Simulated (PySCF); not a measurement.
SrI: energy against distance

Set-up: Sr def2-TZVPP with ECP28, I def2-TZVPP with ECP28; scalar-relativistic core potentials (PySCF 2.14). Energies in eV from Sr + I in their ground configurations at the same level. State: ²Σ⁺ (doublet), unpaired electrons σ ↑.

All columns are PBE0. A positive dipole means Sr(−)I(+).

```
R (Å)  E (eV)  μ (D)  Mulliken charge on Sr (basis-dependent)  HOMO (eV)  LUMO (eV)  Mayer bond order  ⟨S²⟩
2.569  -2.492  -3.48                                     0.60      -3.89      -1.94              0.79  0.75
2.688  -2.921  -3.88                                     0.59      -4.00      -2.03              0.78  0.75
2.808  -3.149  -4.36                                     0.59      -4.12      -2.13              0.78  0.75
2.897  -3.226  -4.77                                     0.58      -4.20      -2.20              0.78  0.75
2.987  -3.245  -5.20                                     0.58      -4.29      -2.28              0.77  0.75
3.077  -3.220  -5.66                                     0.58      -4.38      -2.36              0.77  0.75
3.196  -3.138  -6.30                                     0.58      -4.49      -2.47              0.75  0.75
3.345  -2.986  -7.13                                     0.59      -4.62      -2.61              0.73  0.75
3.525  -2.762  -8.15                                     0.61      -4.78      -2.78              0.70  0.75
3.764  -2.439  -9.52                                     0.64      -4.96      -3.00              0.65  0.75
```

A fit through these points gives, at Re = 2.976 Å, μ = -5.15 D and dμ/dR = -4.98 D/Å; the reduced mass is 51.93 u.

**Question.** How strong is the fundamental in the double-harmonic approximation, I = 42.26·(dμ/dR)²/μred km/mol?

**Answer.** I = 42.26·(-4.98)²/51.93 = 20.2 km/mol at PBE0.

These are scalar-relativistic numbers at best; spin–orbit coupling would shift them, the dissociation energy most. The state was picked by a PBE0 search and need not be the measured ground state.
